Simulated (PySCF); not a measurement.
Ge(F)2(Cl)(NH2) (ClF2GeH2N), SMILES [NH2][Ge]([F])([F])[Cl]. Atoms are numbered in the order given.

```xyz
7

N      1.8506    -0.3829     0.3601
Ge     0.1387     0.1686     0.1452
F     -0.6161     0.3578     1.6973
F     -0.0350     1.7512    -0.5712
Cl    -0.9555    -1.2475    -1.0276
H      2.2175    -0.8539    -0.4745
H      2.4928     0.3662     0.6439
```

Geometry: PBE-D3(BJ)/def2-SVP. The structure was generated by enumeration, and PubChem lists no compound with its InChIKey, so it may never have been made. Other conformers were not sampled.

Two levels are set side by side: PBE/pcSseg-1 (PySCF) and KT2/pcSseg-1 (PySCF). GIAO shifts against CFCl3 (¹⁹F), GeH4 (⁷³Ge), HCl (³⁵Cl), NH3 (¹⁵N), TMS (¹H) at the same level; non-relativistic, no solvent, atoms listed together averaged. Without spin–orbit terms, shifts of atoms bonded to Cl or Br come out too high at both levels. Differences are taken from unrounded values.

```json
[
 {"quantity": "δ(¹⁵N) of N1 (ppm)", "KT2": "49.3"},
 {"quantity": "δ(⁷³Ge) of Ge2 (ppm)", "KT2": "366.7"},
 {"quantity": "δ(³⁵Cl) of Cl5 (ppm)", "KT2": "98.0"},
 {"quantity": "δ(¹H) of H6, H7 (ppm)", "KT2": "2.01"}
]
```

### Question
What does PBE give, and how far is it from KT2? (The exact figures need the calculation; the answer reports its results.)

### Answer

```json
[
 {"quantity": "δ(¹⁵N) of N1 (ppm)", "PBE": "51.8", "PBE minus KT2": "2.5"},
 {"quantity": "δ(⁷³Ge) of Ge2 (ppm)", "PBE": "376.1", "PBE minus KT2": "9.4"},
 {"quantity": "δ(³⁵Cl) of Cl5 (ppm)", "PBE": "101.6", "PBE minus KT2": "3.6"},
 {"quantity": "δ(¹H) of H6, H7 (ppm)", "PBE": "1.94", "PBE minus KT2": "-0.06"}
]
```

Rough cost on one machine, each run with all the roots and properties that it gave: KT2 against PBE within a factor of 2.
